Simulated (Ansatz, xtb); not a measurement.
The molecule SeN, multiplicity 2 (the spin of the measured ground state). No spin–orbit coupling. Se is treated without relativity. The T1 diagnostic near the minimum is 0.067, so single-reference values are doubtful.

Seven points along R, fitted to fifth degree in 1/R; most abundant isotopes. In def2 and cc sets the state is the lowest found near the PBE0 minimum, followed along R.

Run with Ansatz (a first-principles code) with Gaussian orbitals; xtb for the GFN methods. Values without a source in brackets are computed. The GFN methods have no spin term and hold the electronic entropy of 300 K.

| level | r_e (Å) | ω_e (cm⁻¹) | B_e (cm⁻¹) | α_e (cm⁻¹) | D_e (eV) | dipole (D) |
|---|---|---|---|---|---|---|
| GFN1-xTB | 1.632 | 1001 | 0.531 | 0.0042 | - | - |
| GFN2-xTB | 1.592 | 1075 | 0.558 | 0.0043 | - | - |
| SVWN5/def2-TZVPP | 1.645 | 1005 | 0.523 | 0.0034 | 5.35 | 2.19 |
| PBE/def2-TZVPP | 1.664 | 970 | 0.511 | 0.0034 | 4.50 | 2.09 |

D_e counts from each atom's lowest state at the same level, without counterpoise or zero-point energy.

Measured for the ground state: r_e 1.652 Å, ω_e 956.81 cm-1, ω_e x_e 5.64 cm-1, B_e 0.5182 cm-1, α_e 0.004 cm-1 [NIST CCCBDB].
